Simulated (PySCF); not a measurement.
A small calculation by hand: chemical shift, span and skew from a shielding tensor

BHN, SMILES B=[N] (connectivity only; charge and spin as stated), charge -1, multiplicity 1. Atoms are numbered in the order given.

```xyz
3

B      0.0000     0.0000     0.5882
N      0.0000     0.0000    -0.6734
H      0.0000     0.0000     1.7725
```
Charge -1, spin multiplicity 1.

Geometry optimised at B3LYP-D3(BJ)/def2-TZVPD. The spin state was assumed, not searched. The isomer is the one that the SMILES or the coordinates give; other isomers of the formula were not compared.

GIAO shieldings from PySCF with PBE/pcSseg-2, non-relativistic, no solvent. The symmetric part of the tensor of N2 has the principal values -248.4, -248.4, 342.1 ppm. The same nucleus in NH3 has σ = 262.8 ppm at this level (PySCF, at its B3LYP-D3(BJ)/def2-TZVP geometry).

### Question
Work out the isotropic shielding, the ¹⁵N shift against NH3, the span and the skew.

### Answer

σ(iso) = (σ11 + σ22 + σ33)/3 = -51.6 ppm. δ = σ(ref) − σ(iso) = 262.8 − (-51.6) = 314.4 ppm.
Span Ω = σ33 − σ11 = 590.5 ppm. Skew κ = 3(σ(iso) − σ22)/Ω = 1.00, an axial tensor. Tumbling in solution averages the tensor to δ; in a static solid the shielding alone would spread this spin-1/2 line over Ω.
